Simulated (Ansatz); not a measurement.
Mulliken charges of `[SiH3][C@H]1O[C@@H]1I` from ωB97M-V/def2-TZVPP in Ansatz (PBE0-D4/def2-TZVP geometry).

```json
{"atom": "Si1", "x (Å)": "-0.854", "y (Å)": "-1.122", "z (Å)": "0.622", "charge (e)": "0.201"}
{"atom": "C2", "x (Å)": "0.399", "y (Å)": "0.258", "z (Å)": "0.378", "charge (e)": "-0.092"}
{"atom": "O3", "x (Å)": "1.519", "y (Å)": "-0.051", "z (Å)": "-0.491", "charge (e)": "-0.293"}
{"atom": "C4", "x (Å)": "0.606", "y (Å)": "0.884", "z (Å)": "-0.927", "charge (e)": "0.005"}
{"atom": "I5", "x (Å)": "1.250", "y (Å)": "2.905", "z (Å)": "-1.061", "charge (e)": "-0.016"}
{"atom": "H6", "x (Å)": "-0.278", "y (Å)": "-2.175", "z (Å)": "1.494", "charge (e)": "-0.013"}
{"atom": "H7", "x (Å)": "-1.188", "y (Å)": "-1.686", "z (Å)": "-0.710", "charge (e)": "-0.018"}
{"atom": "H8", "x (Å)": "-2.071", "y (Å)": "-0.559", "z (Å)": "1.263", "charge (e)": "-0.018"}
{"atom": "H9", "x (Å)": "0.687", "y (Å)": "0.867", "z (Å)": "1.234", "charge (e)": "0.114"}
{"atom": "H10", "x (Å)": "0.013", "y (Å)": "0.627", "z (Å)": "-1.800", "charge (e)": "0.129"}
```

**Question.** By hand: the dipole of these point charges (1 e Å = 4.8032 D).

**Answer.** Σ q r = (-0.528, -0.028, 0.126) e Å, of length 0.544 e Å = 2.61 D.

**Question.** How does the dipole of the full density compare? (Estimate.)

**Answer.** Ansatz gave: (-0.343, -0.103, 0.127) e Å, 1.83 D; the point charges give 1.43 times that, at 14° from its direction.

Point charges leave out the atoms' own dipoles, such as those of lone pairs, and Mulliken's split depends on the basis, so the two needn't agree.
